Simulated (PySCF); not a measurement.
C₄H₁₀O, SMILES CCOCC.

Geometry: PBE0-D3(BJ)/def2-SVP. Other conformers were not sampled.

Level of theory: PySCF with r2SCAN/def2-TZVP.

Computed frontier levels, gap, dipole moment and polarisability:
```yaml
highest_occupied_level: -6.03 eV
lowest_empty_level: 1.26 eV
orbital_gap: 7.29 eV
dipole_moment: 1.07 D
quadrupole, principal values (traceless, Buckingham form, about the centre of nuclear charge): -2.48, -0.75, 3.23 D·Å
mean_static_polarisability: 56.7 bohr³ (8.41 Å³)
polarisability_principal_values: 51.4, 52.5, 66.3 bohr³
```
